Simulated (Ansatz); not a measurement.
`C[SiH2][O][GaH2]` → `[CH2]` (triplet) + `[SiH3][O][GaH2]` at 600 K and 1 bar (formal loss of a carbene).

Gas-phase electronic energies from Ansatz, PBE0-D4/def2-TZVP geometries. CCSD(T)/CBS is the MP2 limit (def2-TZVPP, def2-QZVPP) plus CCSD(T) − MP2 in def2-TZVPP, frozen cores. This one scheme is used for every species. Triplets are unrestricted, without spin–orbit coupling. For Ga outer-core shells are correlated without core-valence functions, which leaves a few kJ/mol of doubt a bond. Scalar relativity is left out up to krypton. Each species was taken in one conformer, which may not be the lowest.

```
           species  CCSD(T)/CBS energy (Eh)  H − E (kJ/mol)  S (J/(mol·K))
`C[SiH2][O][GaH2]`              -2330.52677           254.1          469.2
 `[CH2]` (triplet)                -39.09499            66.5          220.8
 `[SiH3][O][GaH2]`              -2291.24790           163.6          406.9
```

H − E and S are ideal-gas, rigid-rotor, harmonic terms from PBE0-D4/def2-TZVP, for one conformer and one mirror image of each species, with the whole ground term of open shells counted as degenerate. 1 Eh = 2625.50 kJ/mol, R = 8.31446 J/(mol·K).

Problem. By hand: ΔE, ΔH, ΔS and ΔG.

Solution. ΔE = (-39.09499) + (-2291.24790) − (-2330.52677) = 0.18388 Eh = 482.8 kJ/mol. Δ(H − E) = 66.5 + 163.6 − 254.1 = -24.0, so ΔH = 458.8 kJ/mol. ΔS = 220.8 + 406.9 − 469.2 = 158.5 J/(mol·K). ΔG = 458.8 − 600 × (158.5)/1000 = 363.7 kJ/mol.

Problem. By hand: the equilibrium constant, and the temperature at which ΔG would vanish if ΔH and ΔS stayed fixed.

Solution. log₁₀ K = −ΔG/(RT ln 10) = -31.7. ΔG = 0 at ΔH/ΔS = 2895 K, far beyond where these terms or the molecules hold.

The number of gas molecules changes by +1, which sets the sign of ΔS. A doubt of 5 kJ/mol in ΔE shifts log₁₀ K by 0.4 here. Other conformers and mirror images would add mixing entropy, several J/(mol·K) or more a flexible species. Modes under 60 cm⁻¹, often nearly free rotors, make the harmonic entropy too high. A triplet takes part, so the spin changes. These are equilibria of isolated gas molecules and say nothing of rates. Largest T1 diagnostic: 0.014 (customary marks: 0.02 for closed shells, 0.045 for open ones).
